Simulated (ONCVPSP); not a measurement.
**Which change was made? (N, ONCV)**

```
Element                 : N (Z = 7)
Generator               : ONCVPSP 4.0.1
Type                    : optimised norm-conserving Vanderbilt (ONCV)
Functional              : PBE
Relativity              : scalar-relativistic
Frozen core             : [He]
Valence charge          : 5
Reference configuration : 2s2 2p3
Partial waves           : 2s: rc 1.05 bohr, ncon 4, nbas 7, qcut 7.5 1/bohr, 2 projectors, debl 3.8 Ha; 2p: rc 2.45 bohr, ncon 4, nbas 8, qcut 6.3 1/bohr, 1 projector; d scattering state at 0.42 Ha: rc 1.95 bohr, ncon 4, nbas 7, qcut 5.5 1/bohr, 2 projectors, debl 1.7 Ha
Local potential         : polynomial inside 0.70 bohr (lpopt 5, dvloc0 0 Ha)
Core correction         : Teter function, fcfact 2.75, rcfact 1.6
```

Cutoffs, loose and tight: the cutoffs (Ha) at which the residual kinetic energy of the hardest occupied pseudo-wave falls to 1 and 0.1 mHa per electron. They do not see the model core or the augmentation charge, which bear on the density cutoff. Test errors are all-electron minus pseudo excitation energies from the reference, over the configurations 2s2 2p2; 2s2 2p1; 2s2 2p0; 2s1 2p4; variants that change the core or the reference have their own tests.

The base gives: outcome: generated; cutoff, loose: 26 Ha; cutoff, tight: 83 Ha; bound ghosts: none; GHOST(+) flags above zero: d; largest test error (meV): +3211.

Q: After one change the result is: outcome: generated; cutoff, loose: 26 Ha; cutoff, tight: 83 Ha; bound ghosts: none; GHOST(+) flags above zero: d; largest test error (meV): +4626. Which change was it?
A. s: qcut 9.9; p: qcut 8.3; d: qcut 7.2
B. p: qcut 4.8
C. s: rc 0.7

A: B. The others give: s: qcut 9.9; p: qcut 8.3; d: qcut 7.2 → outcome: generated; cutoff, loose: 32 Ha; cutoff, tight: 40 Ha; bound ghosts: none; GHOST(+) flags above zero: none; largest test error (meV): +2185 | s: rc 0.7 → outcome: generated; cutoff, loose: 163 Ha; cutoff, tight: 246 Ha; bound ghosts: s; GHOST(+) flags above zero: s, d; largest test error (meV): +3184.
